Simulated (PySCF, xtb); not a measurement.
disilylmethane (CH₈Si₂), SMILES C([SiH3])[SiH3].

Coordinates come from a B3LYP-D3(BJ)/def2-SVP optimisation.

Computed with IEF-PCM-B3LYP/def2-SVP run with PySCF 2.14.0.

The values are the electrostatic part of the solvation free energy, E(continuum) − E(gas) at the gas-phase geometry, in a cavity of scaled van der Waals radii (PySCF's table); cavitation and dispersion terms are not included. In vacuum the orbital gap is 9.06 eV. The dipole moment in vacuum is 0.81 D.

| solvent | ε | ΔG(elec) (kcal/mol) | dipole (D) | gap (eV) |
|---|---|---|---|---|
| water | 78.36 | -0.8 | 1.11 | 9.08 |
| dichloromethane | 8.93 | -0.7 | 1.05 | 9.08 |
| N,N-dimethylformamide | 37.22 | -0.8 | 1.10 | 9.08 |

For comparison, GFN2-xTB/ALPB(water) (xtb, at the GFN2-xTB geometry, all terms of that model) gives 0.9 kcal/mol.
